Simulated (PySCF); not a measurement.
# Computed records: BH₃N

Computed with PySCF 2.14.0. Calculation on a computer-drawn molecule: vertical ionisation energy to the stated ion spin, frozen-core CCSD(T) at the basis limit and cheaper methods, single-reference cases, UHF for radicals, no spin-orbit; all values are single points at the evaluated structure, the first of each entry, which is the reference or a displaced copy of it and isn't optimised; the reference structure only sets the zero of the energies above reference; triples share is (T) over the correlation energy.

Common to all runs: charge 0; multiplicity 2; ion multiplicity 1; diffuse functions no; basis cc-pVnZ; reference is the Hartree-Fock double-zeta minimum; best is HF at quadruple zeta + MP2 correlation extrapolated from triple and quadruple zeta + CCSD(T) minus MP2 at triple zeta; basis step is the size of the change from the same recipe one zeta lower.

(1) 
```xyz
5
formula=BH3N
B     -0.1634     0.4650     1.8514
N     -0.0574     1.7726     1.8303
H     -0.9407    -0.1527     1.1942
H     -0.7264     2.3730     1.1801
H      0.6845     2.4377     2.3918
```

Reference structure:
```xyz
5
BH3N
B     -0.1584     0.5136     1.8779
N     -0.0751     1.8891     1.8093
H     -0.9122    -0.1486     1.2202
H     -0.6437     2.4435     1.1988
H      0.5586     2.4269     2.3640
```

Drawn bonds:
| atom | other atom | order |
| --- | --- | --- |
| 1 | 2 | 1 |
| 1 | 3 | 1 |
| 2 | 4 | 1 |
| 2 | 5 | 1 |

(2) 
```xyz
5
formula=BH3N
B     -0.1634     0.4650     1.8514
N     -0.0574     1.7726     1.8303
H     -0.9407    -0.1527     1.1942
H     -0.8018     2.4406     1.1068
H      0.6845     2.4377     2.3918
```

Reference structure:
```xyz
5
BH3N
B     -0.1584     0.5136     1.8779
N     -0.0751     1.8891     1.8093
H     -0.9122    -0.1486     1.2202
H     -0.6437     2.4435     1.1988
H      0.5586     2.4269     2.3640
```

Drawn bonds:
| atom | other atom | order |
| --- | --- | --- |
| 1 | 2 | 1 |
| 1 | 3 | 1 |
| 2 | 4 | 1 |
| 2 | 5 | 1 |

## Withheld values
1. Estimate the triples share at triple zeta of BH₃N (entry 1).
2. Estimate the dipole magnitude CCSD unrelaxed at triple zeta of BH₃N (entry 1).
3. Estimate the dipole magnitude PBE at triple zeta of BH₃N (entry 1).
4. What total energy CCSD(T) triple zeta does the calculation give for BH₃N (entry 2)?
5. Give the table of triple zeta values for BH₃N (entry 2).

## Answers
1. 0.03687
2. 2.57 debye
3. 2.544 debye
4. -81.1712 hartree
5. 
Triple zeta:
| method | ionisation energy (eV) | energy above reference (kcal/mol) |
| --- | --- | --- |
| HF | 7.356 | 33.15 |
| PBE | 7.834 | 21.7 |
| r2SCAN | 7.955 | 24.5 |
| B3LYP | 7.858 | 24.48 |
| wB97X | 7.675 | 26.82 |
| MP2 | 7.612 | 27.37 |
| CCSD | 7.686 | 27.14 |
| CCSD(T) | 7.692 | 26.21 |

Further results for BH₃N (entry 1):

| Property | Result |
| --- | --- |
| ionisation energy best | 7.76 eV |
| ionisation energy basis step | 0.02426 eV |
| energy above reference best | 14.45 kcal/mol |
| energy above reference basis step | 0.1487 kcal/mol |
| total energy HF triple zeta | -80.8559 hartree |
| total energy CCSD(T) triple zeta | -81.1897 hartree |
| total energy best | -81.2313 hartree |
| T1 diagnostic at triple zeta | 0.01472 |
| D1 diagnostic at triple zeta | 0.04301 |
| spin squared at triple zeta | 0.7581 |
| ion T1 diagnostic at triple zeta | 0.01473 |
| ion D1 diagnostic at triple zeta | 0.03558 |
| basis functions triple zeta | 102 |
| dipole magnitude HF at triple zeta | 2.427 debye |
| dipole magnitude r2SCAN at triple zeta | 2.506 debye |
| dipole magnitude B3LYP at triple zeta | 2.496 debye |
| dipole magnitude wB97X at triple zeta | 2.561 debye |

Triple zeta:
| method | ionisation energy (eV) | energy above reference (kcal/mol) |
| --- | --- | --- |
| HF | 7.387 | 18.76 |
| PBE | 7.817 | 11.73 |
| r2SCAN | 7.941 | 13.51 |
| B3LYP | 7.854 | 13.39 |
| wB97X | 7.685 | 14.64 |
| MP2 | 7.643 | 15.09 |
| CCSD | 7.695 | 15.11 |
| CCSD(T) | 7.698 | 14.62 |

Further results for BH₃N (entry 2):

| Item | Value |
| --- | --- |
| ionisation energy best | 7.753 eV |
| ionisation energy basis step | 0.02347 eV |
| energy above reference best | 26.09 kcal/mol |
| energy above reference basis step | 0.06118 kcal/mol |
| total energy HF triple zeta | -80.8330 hartree |
| total energy best | -81.2127 hartree |
| T1 diagnostic at triple zeta | 0.01691 |
| D1 diagnostic at triple zeta | 0.04667 |
| spin squared at triple zeta | 0.764 |
| ion T1 diagnostic at triple zeta | 0.01504 |
| ion D1 diagnostic at triple zeta | 0.03634 |
| triples share at triple zeta | 0.03843 |
| basis functions triple zeta | 102 |
| dipole magnitude HF at triple zeta | 2.366 debye |
| dipole magnitude CCSD unrelaxed at triple zeta | 2.468 debye |
| dipole magnitude PBE at triple zeta | 2.307 debye |
| dipole magnitude r2SCAN at triple zeta | 2.294 debye |
| dipole magnitude B3LYP at triple zeta | 2.309 debye |
| dipole magnitude wB97X at triple zeta | 2.459 debye |
